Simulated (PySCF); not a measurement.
Energies from PySCF, thermal terms from the rigid-rotor harmonic-oscillator model, ideal gas at 1 bar. Table values come from the NASA 1993 polynomials. All species are closed-shell singlets. Br: all electrons, no relativistic terms. The harmonic model lacks anharmonicity and excited electronic states, which grow with temperature; levels with a mode under 35 cm⁻¹ are left out. The table's entry may be an old estimate for SiH₃Br (not checked at source).

Harmonic frequencies at PBE0/def2-TZVP (cm⁻¹): 430, 624, 624, 924, 943, 943, 2247, 2262, 2262. Point group C3v; S°(298 K) = 262.7 J/mol/K at this level.

Q: Work out Cp and S° of gaseous SiH₃Br at 500, 800, 1200, 1600, 2000 K from these, and set them beside the table.

A: 
```json
[
 {"T (K)": "500", "Cp PBE0/def2-TZVP": "69.1", "Cp table": "69.1", "S° PBE0/def2-TZVP": "294.2", "S° table": "294.0"},
 {"T (K)": "800", "Cp PBE0/def2-TZVP": "83.3", "Cp table": "83.6", "S° PBE0/def2-TZVP": "330.0", "S° table": "329.9"},
 {"T (K)": "1200", "Cp PBE0/def2-TZVP": "93.8", "Cp table": "93.7", "S° PBE0/def2-TZVP": "366.0", "S° table": "366.0"},
 {"T (K)": "1600", "Cp PBE0/def2-TZVP": "99.1", "Cp table": "99.3", "S° PBE0/def2-TZVP": "393.8", "S° table": "393.8"},
 {"T (K)": "2000", "Cp PBE0/def2-TZVP": "102.0", "Cp table": "102.4", "S° PBE0/def2-TZVP": "416.3", "S° table": "416.3"}
]
```
Units J/mol/K.
